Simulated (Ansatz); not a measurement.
A structure relaxed at PBE-D4/def2-SVP in Ansatz, charge 1, singlet:

| atom | x (Å) | y (Å) | z (Å) |
| --- | --- | --- | --- |
| Co1 | 0.959 | -1.338 | -0.674 |
| Sn2 | -0.448 | 0.598 | -2.702 |
| Sn3 | 2.481 | 1.549 | 2.305 |
| Sn4 | 1.134 | 1.365 | -0.325 |
| Sn5 | 0.810 | -3.546 | 0.347 |
| Sn6 | -1.316 | -0.693 | 0.058 |
| Sn7 | 1.208 | -2.185 | -2.882 |
| Sn8 | -0.645 | 1.813 | 2.340 |
| Sn9 | 0.884 | -1.053 | 2.251 |
| Sn10 | 3.288 | -0.699 | 0.042 |
| Sn11 | -3.401 | 0.544 | -1.673 |
| Sn12 | -1.552 | 2.773 | -0.524 |
| Sn13 | -3.402 | 0.874 | 1.437 |

**Question.** Give its formula.

**Answer.** CoSn₁₂⁺.

**Question.** Summarise the bond lengths by kind (pairs closer than 1.2 times the sum of covalent radii, bridged metal pairs left out).

**Answer.** 24 × Sn–Sn 2.95 to 3.30 Å; 7 × Co–Sn 2.38 to 3.14 Å. The metal has 7 neighbours: Sn 3.14 Å, Sn 2.73 Å, Sn 2.44 Å, Sn 2.48 Å, Sn 2.38 Å, Sn 2.94 Å, Sn 2.52 Å.

In the def2 sets Sn takes a core potential; there is no spin–orbit coupling. The restricted singlet is unstable towards broken spin symmetry in Hartree–Fock (as tested in another run); at PBE-D4/def2-SVP this wasn't settled. The structure comes from a short search, and lower isomers may exist.
